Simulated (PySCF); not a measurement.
Electronic structure of Ca⁺ (calcium, charge +1) at the UHF level

Configuration: [Ar] 4s1, 2S determinant. Computed with PySCF 2.14 in cc-pVDZ-X2C, with the spin-free X2C one-electron Hamiltonian (Gaussian nucleus).

| Property | Result |
| --- | --- |
| Total energy | -679.440050 hartree |
| One-electron energy | -925.4387 hartree |
| Hartree (Coulomb) energy | 281.3398 hartree |
| Exchange energy | -35.3412 hartree |
| ⟨S²⟩ | 0.7502 |
| ⟨L²⟩ | 0.000 |
| Sum of ⟨r⟩ | 16.51 bohr |
| Sum of ⟨r²⟩ | 31.29 bohr² |
| Langevin diamagnetic susceptibility | -24.8 ×10⁻⁶ cm³/mol |
| Time after the integrals | 0.04 s of wall time on 1 thread of Neoverse-V2 (shared host) |

```tsv
shell	electrons	mean orbital energy (hartree)	rms radius, mean of both spins (bohr)
1s α	1	-150.36806	0.0888
1s β	1	-150.36583	0.0888
2s α	1	-17.21699	0.393
2s β	1	-17.21310	0.393
2p α	3	-13.89032	0.362
2p β	3	-13.88902	0.362
3s α	1	-2.51161	1.24
3s β	1	-2.50133	1.24
3p α	3	-1.58697	1.38
3p β	3	-1.58261	1.38
4s α	1	-0.41768	3.97
```

Densities and radii are taken from the X2C orbitals without a picture-change correction, which distorts them close to the nucleus.
